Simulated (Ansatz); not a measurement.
Born–Oppenheimer molecular dynamics of FH₅O₂Sn (9 atoms, charge 0, multiplicity 1). It starts at the highest image of a converged band. Of that band: Neighbouring images differ by up to 1.8 eV, so the band resolves the path poorly. A vibrational analysis at the climbing image gives one clearly imaginary mode, 1674i cm⁻¹: a first-order saddle point.

Computed with RHF/def2-SVP (Ansatz).

```yaml
ensemble: NVE (velocity Verlet)
time_step: 0.5 fs
steps_asked: 200
starting_velocities_drawn_for: 100 K
seed: 8259
```

First frame:

```xyz
9
Properties=species:S:1:pos:R:3
Sn 0.147 0.172 0.026
H 0.125 -0.073 2.034
O 1.852 0.035 -0.896
H 1.989 -0.719 -1.450
O -1.092 1.511 -0.640
H -1.880 1.214 -1.067
H -0.617 -1.353 -0.103
F 1.015 1.645 1.268
H 0.587 0.785 1.967
```

Task: How far do the bonds stretch over the last three quarters of this one trajectory? (Pairs bonded in most of those frames.)

Result: 
| bond | mean (Å) | spread (Å) | shortest | longest |
| --- | --- | --- | --- | --- |
| Sn1–O3 | 1.949 | 0.011 | 1.93 | 1.97 |
| Sn1–O5 | 1.941 | 0.019 | 1.91 | 1.97 |
| Sn1–H7 | 1.696 | 0.009 | 1.68 | 1.72 |
| Sn1–F8 | 1.905 | 0.104 | 1.77 | 2.08 |
| H2–H9 | 0.748 | 0.030 | 0.71 | 0.79 |
| O3–H4 | 0.946 | 0.002 | 0.94 | 0.95 |
| O5–H6 | 0.947 | 0.012 | 0.93 | 0.97 |

Mean temperature of the second half: 1915 K. The conserved energy stayed within 0.15 meV per atom of its start (net change -0.11 meV per atom), so the integration is sound. The kinetic energy rose, since the run started high on the potential surface and went downhill. It ends in pieces (FH3O2Sn + H2), so much of that is their flight and rotation, not heat. A run of 0.1 ps of so small a system gives no equilibrium averages. The orbitals stay closed-shell, which can raise the energy where a bond breaks towards radicals; this wasn't checked here.

Run time: 5.9 min on 1 thread of Arm Neoverse V2 (shared host), peak memory 0.18 GiB.
